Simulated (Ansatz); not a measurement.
C$_{3}$H$_{5}$FOSi (`CC1(F)[SiH2]C1=O`) from Hartree–Fock to CCSD(T)

Z-matrix (Å, degrees):
```
C
C 1 1.513
H 1 1.092 2 111.7
H 1 1.094 2 109.2 3 -119.3
H 1 1.091 2 110.0 3 120.6
F 2 1.365 1 111.5 3 177.9
Si 2 1.935 1 109.6 3 -32.3
C 2 1.487 1 113.6 3 39.7
H 7 1.484 2 115.7 1 -15.2
H 7 1.481 2 120.4 1 -158.7
O 8 1.191 2 137.7 1 107.3
```

The species carries charge 0 and has multiplicity 1. Geometry: relaxed with PBE0-D4/def2-TZVP. Frozen core, restricted reference, Ansatz 0.2.0. CBS rows extrapolate triple and quadruple zeta; past MP2 they add the triple-zeta difference.

```json
{"basis": "def2-TZVPP", "HF (Eh)": "-579.77532", "MP2 corr.": "-1.08659", "CCSD corr.": "-1.11800", "(T)": "-0.04896", "CCSD(T) total": "-580.94228"}
{"basis": "def2-QZVPP", "HF (Eh)": "-579.79714", "MP2 corr.": "-1.16915", "CCSD corr.": "–", "(T)": "–", "CCSD(T) total": "–"}
{"basis": "CBS(def2)", "HF (Eh)": "-579.80014", "MP2 corr.": "-1.23031", "CCSD corr.": "-1.26172", "(T)": "as TZ", "CCSD(T) total": "-581.11082"}
```
